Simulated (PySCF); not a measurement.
Choosing a molecule for a target property.

Species are written as SMILES; each is one conformer at its optimised geometry, gas phase, non-relativistic unless stated; the electronic structure was computed with PySCF and density fitting.

Dipoles, sizes and rotational constants follow the conformer. The torsions of the flexible species, by atom-mapped SMILES:
- `[OH:1][SiH:2]([OH:3])[c:4]1[o:5][cH:6][cH:7][c:8]1[F:9]`: O1–Si2–C4–O5 38°, H–O1–Si2–O3 -41°, H–O3–Si2–O1 166°
- `[CH3:1][C:2](=[O:3])[n:4]1[cH:5][cH:6][n:7][cH:8]1`: C1–C2–N4–C5 0°
- `[CH3:1][O:2][c:3]1[cH:4][cH:5][cH:6][n:7][n:8]1`: C1–O2–C3–C4 180°
- `[CH3:1][NH:2][SiH2:3][PH:4][SiH2:5][CH3:6]`: C1–N2–Si3–P4 175°, N2–Si3–P4–Si5 79°, Si3–P4–Si5–C6 -72°
- `[CH2:1]=[CH:2][CH2:3]/[C:4](=[CH:5]\[Cl:6])[CH2:7][CH3:8]`: C1–C2–C3–C4 116°, C2–C3–C4–C5 103°, C3–C4–C7–C8 -82°

The conformers of `Cl[C@@H]1C[C@@H]2CC[C@H]1C2` aren't listed.

(1) Wanted: lowest triplet excitation (Tamm–Dancoff) below 3 eV (TDA PBE0/def2-SVPD) and lowest singlet excitation below 5 eV (TDDFT PBE0/def2-SVPD), at GFN2-xTB geometries. Which candidate meets both?
A. `COc1cccnn1`
B. `CC(=O)N1C=CN=C1`
C. `Cl[C@@H]1C[C@@H]2CC[C@H]1C2`
D. `O[SiH](O)c1occc1F`
E. `N([SiH2]P[SiH2]C)C`

(2) Wanted: static isotropic polarisability between 90 au and 110 au (PBE0/def2-SVPD) and dipole moment below 2 D (PBE0/def2-SVPD), at GFN2-xTB geometries. Which candidate meets both?
A. `CN[SiH2]P[SiH2]C`
B. `C(C/C(=C\Cl)CC)=C`
C. `O[SiH](c1occc1F)O`
D. `COc1cccnn1`
E. `O=C(C)n1cncc1`

Answers

(1) A. Computed values:
| species | lowest triplet excitation (Tamm–Dancoff) | lowest singlet excitation |
| --- | --- | --- |
| COc1cccnn1 | 2.81 eV | 3.55 eV |
| CC(=O)N1C=CN=C1 | 3.60 eV | 4.83 eV |
| O[SiH](O)c1occc1F | 3.83 eV | 5.85 eV |
| N([SiH2]P[SiH2]C)C | 5.23 eV | 5.59 eV |
| Cl[C@@H]1C[C@@H]2CC[C@H]1C2 | 6.67 eV | 7.28 eV |

(2) B. Computed values:
```
          species  static isotropic polarisability  dipole moment
    O=C(C)n1cncc1                          72.4 au         4.02 D
       COc1cccnn1                          74.9 au         2.62 D
O[SiH](c1occc1F)O                          78.9 au         2.32 D
C(C/C(=C\Cl)CC)=C                         100.2 au         1.89 D
 CN[SiH2]P[SiH2]C                         115.8 au         1.47 D
```
